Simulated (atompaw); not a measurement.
# Pseudopotential generation for lutetium (Lu): PAW (atompaw), PBE, scalar-relativistic.

atompaw 4.2.0.5 input, output lines left out:

```
Lu 71
GGA-PBE scalarrelativistic loggrid 2001 logderivrange -7 5 301
6 6 5 4 0 0
6 0 1.5
6 1 0.5
5 2 1
0 0 0
c
c
c
c
v
v
c
c
c
v
v
c
c
v
v
3
2.95 2.85 2.25 1.60
n
n
y
0.4
n
y
0.9
n
custom polynom2 7 10 vanderbiltortho gaussian
4 0 troulliermartins
1.40
1.75
1.75
2.95
2.95
2.80
1.10
1.10
```

Poles of the logarithmic derivatives, all-electron (AE) and pseudo (PS). s: poles at 1.7 (AE) and 1.6 (PS) Ry. p: poles at -2.3, 3.0 (AE) and -2.3, 1.8 (PS) Ry. d: poles at 0.4 (AE) and 0.4 (PS) Ry. f: poles at -0.7, 3.3 (AE) and -0.7, 3.3 (PS) Ry. Test radius 2.95 bohr.

* Lowest eigenvalue of the overlap operator: 0.36 (s channel)
* Overlap eigenvalues printed by atompaw (projector basis): 0.0234, 0.373, 0.484, 26.6, 46.6, 596, 789, 1.28e+04
* Share of each valence orbital outside the PAW sphere: 5s 0 %, 6s 67 %, 5p 1 %, 6p 91 %, 5d 37 %, 4f 0 %

A Bessel basis up to 400 Ry misses an occupied level by 0.80 Ry, so cutoffs and ghosts were not judged.
